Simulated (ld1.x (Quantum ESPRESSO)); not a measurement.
Building the ultrasoft potential for cobalt (PBEsol, fully relativistic).

Input for ld1.x (Quantum ESPRESSO) 7.5:

```
&input
   title='Co', zed=27., rel=2, dft='PBESOL', iswitch=3,
   config='[Ar] 3d7 4s0 4p0', rel_dist='average',
   nld=5, rlderiv=2.05, eminld=-8.0, emaxld=5.0, deld=0.04
 /
 &inputp
   pseudotype=3, tm=.true., lloc=-2, rcloc=1.55,
   nlcc=.false.,
   which_augfun='PSQ', rmatch_augfun_nc=.true.,
   file_pseudopw='Co.UPF', file_wfcaegen='ae.wfc', file_wfcncgen='nc.wfc', file_beta='beta', file_chi='chi', file_wfcusgen='us.wfc'
 /
6
4S  1  0   0.00   0.00  1.75  1.90  0.0
4S  1  0   0.00   3.45  1.75  1.90  0.0
3P  2  1   6.00   0.00  1.10  1.15  0.0
4P  3  1   0.00   0.00  1.10  1.15  0.0
3D  3  2   7.00   0.00  0.85  1.00  0.0
3D  3  2   0.00  -0.55  0.85  1.00  0.0
 &test
   configts(1)='3p6 3d7 4s0 4p0'
 /
```

Command:

```bash
ld1.x < Co.in > Co.out
```

The program printed (shortened: banner, matrices, multipoles, cross overlaps and the repeated all-electron block are left out):

```
Program LD1 v.7.5
     --------------------------- All-electron run ----------------------------

     Co
     dirac relativistic calculation

     atomic number is 27.00
     dft =PBESOL   lsd =0 sic =0 latt =0  beta=0.20 tr2=1.0E-14
     Exchange-correlation= PBESOL
                           (   1   4  10   8   0   0   0)
     mesh =1193 r(mesh) =  99.89935 a.u. xmin = -7.00 dx = 0.01250
     1 Ry =  13.60569312 eV, c = 137.03599908

     n l j   nl                  e(Ry)          e(Ha)          e(eV)
     Spin orbit split results
     1 0 0.5 1S 1( 2.00)      -558.8123      -279.4061     -7603.0282
     2 0 0.5 2S 1( 2.00)       -67.3620       -33.6810      -916.5073
     2 1 0.5 2P 1( 2.00)       -58.6417       -29.3208      -797.8609
     2 1 1.5 2P 1( 4.00)       -57.5536       -28.7768      -783.0562
     3 0 0.5 3S 1( 2.00)        -8.9035        -4.4518      -121.1390
     3 1 0.5 3P 1( 2.00)        -6.3050        -3.1525       -85.7840
     3 1 1.5 3P 1( 4.00)        -6.1691        -3.0845       -83.9347
     3 2 1.5 3D 1( 2.80)        -1.9957        -0.9978       -27.1526
     3 2 2.5 3D 1( 4.20)        -1.9811        -0.9905       -26.9541
     4 0 0.5 4S 1( 0.00)        -1.5236        -0.7618       -20.7301
     4 1 0.5 4P 1( 0.00)        -1.0688        -0.5344       -14.5424
     4 1 1.5 4P 1( 0.00)        -1.0588        -0.5294       -14.4052
     Averaged results
     1 0     1S 1( 2.00)      -558.8123      -279.4061     -7603.0282
     2 0     2S 1( 2.00)       -67.3620       -33.6810      -916.5073
     2 1     2P 1( 6.00)       -57.9163       -28.9581      -787.9911
     3 0     3S 1( 2.00)        -8.9035        -4.4518      -121.1390
     3 1     3P 1( 6.00)        -6.2144        -3.1072       -84.5511
     3 2     3D 1( 7.00)        -1.9869        -0.9935       -27.0335
     4 0     4S 1( 0.00)        -1.5236        -0.7618       -20.7301
     4 1     4P 1( 0.00)        -1.0621        -0.5311       -14.4509

     final scf error:  9.2E-15 reached in  27 iterations

     Etot =   -2781.979563 Ry,   -1390.989782 Ha,  -37850.760215 eV

     Ekin =    2823.494707 Ry,    1411.747354 Ha,   38415.602519 eV
     Encl =   -6638.961146 Ry,   -3319.480573 Ha,  -90327.668002 eV
     Eh   =    1148.876951 Ry,     574.438475 Ha,   15631.267228 eV
     Exc  =    -115.390076 Ry,     -57.695038 Ha,   -1569.961961 eV

     normalization and overlap integrals

     s(1S/1S) =  1.000000  <r> =   0.0562  <r2> =    0.0043  r(max) =   0.0370
     s(2S/2S) =  1.000000  <r> =   0.2555  <r2> =    0.0771  r(max) =   0.2131
     s(2P/2P) =  1.000000  <r> =   0.2229  <r2> =    0.0611  r(max) =   0.1702
     s(2P/2P) =  1.000000  <r> =   0.2261  <r2> =    0.0627  r(max) =   0.1723
     s(3S/3S) =  1.000000  <r> =   0.7750  <r2> =    0.6940  r(max) =   0.6731
     s(3P/3P) =  1.000000  <r> =   0.8105  <r2> =    0.7755  r(max) =   0.6731
     s(3P/3P) =  1.000000  <r> =   0.8203  <r2> =    0.7941  r(max) =   0.6816
     s(3D/3D) =  1.000000  <r> =   1.0168  <r2> =    1.3459  r(max) =   0.6648
     s(3D/3D) =  1.000000  <r> =   1.0221  <r2> =    1.3601  r(max) =   0.6731
     s(4S/4S) =  1.000000  <r> =   2.4186  <r2> =    6.6466  r(max) =   2.0994
     s(4P/4P) =  1.000000  <r> =   2.8957  <r2> =    9.5699  r(max) =   2.4699
     s(4P/4P) =  1.000000  <r> =   2.9208  <r2> =    9.7327  r(max) =   2.5009

     ------------------------ End of All-electron run ------------------------

     --------------------- Generating US pseudopotential ---------------------

      Generating local potential from pseudized AE potential:
      Matching radius rcloc =   1.5500
      Enforcing V''(0)=0 (lloc=-2)

      Local pseudo, rcloc= 1.536 Estimated cut-off energy=    13.24 Ry

     Fully relativistic calculation: |psi|^2

     Wfc 4S LC norm =  0.99994942 SC norm =  0.00004608 missing  0.00000450

     Wfc 3P LC norm =  0.99965943 SC norm =  0.00034054 missing  0.00000004

     Wfc 3P LC norm =  0.99966587 SC norm =  0.00033402 missing  0.00000010

     Wfc 4P LC norm =  0.99996382 SC norm =  0.00003559 missing  0.00000060

     Wfc 4P LC norm =  0.99996427 SC norm =  0.00002823 missing  0.00000750

     Wfc 3D LC norm =  0.99977953 SC norm =  0.00022042 missing  0.00000005

     Wfc 3D LC norm =  0.99978125 SC norm =  0.00021714 missing  0.00000161
      Wfc-us  4S rcutus= 1.924  Estimated cut-off energy=    11.61 Ry
      Wfc-us  4S rcutus= 1.924  Estimated cut-off energy=    21.02 Ry
      Wfc-us  3P rcutus= 1.138  Estimated cut-off energy=    63.41 Ry
      Wfc-us  3P rcutus= 1.138  Estimated cut-off energy=    63.29 Ry
      Wfc-us  4P rcutus= 1.138  Estimated cut-off energy=   110.06 Ry
      Wfc-us  4P rcutus= 1.138  Estimated cut-off energy=   108.47 Ry
      Wfc-us  3D rcutus= 1.004  Estimated cut-off energy=   112.79 Ry
      Wfc-us  3D rcutus= 1.004  Estimated cut-off energy=   112.76 Ry
      Wfc-us  3D rcutus= 1.004  Estimated cut-off energy=   119.34 Ry
      Wfc-us  3D rcutus= 1.004  Estimated cut-off energy=   119.17 Ry

     Q pseudized with Bessel functions
     Expected ecutrho=     631.2501 due to l1=  2   l2=  2

     ------------------- End of pseudopotential generation -------------------

     Computing logarithmic derivative in   2.06047
     Computing logarithmic derivative in   2.06047
     Computing the partial wave expansion
     R is outside the sphere for l=    0 j= 0.50
     R is outside the sphere for l=    0 j= 0.50
     R is outside the sphere for l=    1 j= 0.50
     R is outside the sphere for l=    1 j= 0.50
     R is outside the sphere for l=    1 j= 1.50
     R is outside the sphere for l=    1 j= 1.50
     R is outside the sphere for l=    2 j= 1.50
     R is outside the sphere for l=    2 j= 1.50
     R is outside the sphere for l=    2 j= 2.50
     R is outside the sphere for l=    2 j= 2.50

     ---------------------- Testing the pseudopotential ----------------------

     Co
     dirac relativistic calculation

     atomic number is 27.00   valence charge is 15.00
     dft =PBESOL   lsd =0 sic =0 latt =0  beta=0.20 tr2=1.0E-14
     mesh =1193 r(mesh) =  99.89935 xmin = -7.00 dx = 0.01250

     n l  j  nl             e AE (Ry)       e PS (Ry)    De AE-PS (Ry)
     2 1 0.5 3P   1( 2.00)       -6.30500       -6.30500       -0.00000
     2 1 1.5 3P   1( 4.00)       -6.16909       -6.16909       -0.00000
     3 2 1.5 3D   1( 2.80)       -1.99568       -1.99568       -0.00000
     3 2 2.5 3D   1( 4.20)       -1.98109       -1.98109        0.00001
     1 0 0.5 4S   1( 0.00)       -1.52363       -1.52363        0.00000
     3 1 0.5 4P   1( 0.00)       -1.06885       -1.06883       -0.00002
     3 1 1.5 4P   1( 0.00)       -1.05876       -1.05876       -0.00000

     eps = 8.0E-18  iter =  6

     Etot =   -2781.979563 Ry,   -1390.989782 Ha,  -37850.760215 eV
     Etotps =  -223.265727 Ry,    -111.632864 Ha,   -3037.684973 eV

     Ekin =     111.498086 Ry,      55.749043 Ha,    1517.008741 eV
     Encl =    -413.484347 Ry,    -206.742174 Ha,   -5625.741142 eV
     Ehrt =     179.736386 Ry,      89.868193 Ha,    2445.438106 eV
     Ecxc =     -25.003809 Ry,     -12.501905 Ha,    -340.194153 eV
     Epseu=     -76.012043 Ry,     -38.006021 Ha,   -1034.196525 eV

     ---------------------- End of pseudopotential test ----------------------
```

Generation and configuration tests took about 1.9 s on one core of a shared server CPU.

Transferability test of the new file with ld1.x, input:

```
&input
   title='Co', zed=27., rel=2, dft='PBESOL', iswitch=2,
   config='[Ar] 3d7 4s0 4p0', rel_dist='average'
 /
 &test
   file_pseudo='Co.UPF', nconf=8,
   configts(1)='3p6 3d7 4s0 4p0',
   configts(2)='3p6 3d7 4s2 4p0',
   configts(3)='3p6 3d7 4s1 4p0',
   configts(4)='3p6 3d6 4s0 4p0',
   configts(5)='3p6 3d7 4s1.5 4p0',
   configts(6)='3p6 3d7.5 4s1.5 4p0',
   configts(7)='3p6 3d7 4s0 4p2',
   configts(8)='3p6 3d8 4s1 4p0'
 /
```

```bash
ld1.x < Co.test.in > Co.test.out
```

Pseudopotential blocks of its output, shortened (energy terms left out; the distinct warnings before each block abridged to one line each):

```
     ---------------------- Testing the pseudopotential ----------------------

     n l  j  nl             e AE (Ry)       e PS (Ry)    De AE-PS (Ry)
     2 1 0.5 3P   1( 2.00)       -6.30500       -6.30500       -0.00000
     2 1 1.5 3P   1( 4.00)       -6.16909       -6.16909       -0.00000
     3 2 1.5 3D   1( 2.80)       -1.99568       -1.99568       -0.00000
     3 2 2.5 3D   1( 4.20)       -1.98109       -1.98109        0.00001
     1 0 0.5 4S   1( 0.00)       -1.52363       -1.52363        0.00000
     3 1 0.5 4P   1( 0.00)       -1.06885       -1.06883       -0.00002
     3 1 1.5 4P   1( 0.00)       -1.05876       -1.05876       -0.00000

     eps = 1.0E-17  iter =  6

     Etot =   -2781.979563 Ry,   -1390.989782 Ha,  -37850.760215 eV
     Etotps =  -223.265727 Ry,    -111.632864 Ha,   -3037.684973 eV

     ---------------------- End of pseudopotential test ----------------------

          Warning: n=2, l=1 expected 0 nodes, found 1
     ---------------------- Testing the pseudopotential ----------------------

     n l  j  nl             e AE (Ry)       e PS (Ry)    De AE-PS (Ry)
     2 1 0.5 3P   1( 2.00)       -4.90526       -4.90913        0.00387
     2 1 1.5 3P   1( 4.00)       -4.76885       -4.77149        0.00264
     3 2 1.5 3D   1( 2.80)       -0.61336       -0.61854        0.00517  !
     3 2 2.5 3D   1( 4.20)       -0.59922       -0.60510        0.00589  !
     1 0 0.5 4S   1( 2.00)       -0.40339       -0.40387        0.00047
     3 1 0.5 4P   1( 0.00)       -0.09413       -0.09301       -0.00112
     3 1 1.5 4P   1( 0.00)       -0.09049       -0.09042       -0.00007

     eps = 9.7E-15  iter = 23

     Etot =   -2783.871607 Ry,   -1391.935803 Ha,  -37876.502774 eV
     Etotps =  -225.159094 Ry,    -112.579547 Ha,   -3063.445536 eV
     dEtot_ae =      -1.892043 Ry
     dEtot_ps =      -1.893366 Ry,   Delta E=       0.001323 Ry

     ---------------------- End of pseudopotential test ----------------------

          ---------------------- Testing the pseudopotential ----------------------

     n l  j  nl             e AE (Ry)       e PS (Ry)    De AE-PS (Ry)
     2 1 0.5 3P   1( 2.00)       -5.55474       -5.55715        0.00241
     2 1 1.5 3P   1( 4.00)       -5.41859       -5.42036        0.00177
     3 2 1.5 3D   1( 2.80)       -1.25716       -1.26007        0.00292
     3 2 2.5 3D   1( 4.20)       -1.24283       -1.24610        0.00327
     1 0 0.5 4S   1( 1.00)       -0.93760       -0.93845        0.00084
     3 1 0.5 4P   1( 0.00)       -0.54973       -0.54903       -0.00071
     3 1 1.5 4P   1( 0.00)       -0.54286       -0.54325        0.00039

     eps = 3.3E-15  iter = 18

     Etot =   -2783.206780 Ry,   -1391.603390 Ha,  -37867.457349 eV
     Etotps =  -224.493556 Ry,    -112.246778 Ha,   -3054.390437 eV
     dEtot_ae =      -1.227217 Ry
     dEtot_ps =      -1.227829 Ry,   Delta E=       0.000612 Ry

     ---------------------- End of pseudopotential test ----------------------
```

The test run then stopped with an error in chargeps: “negative rho”.
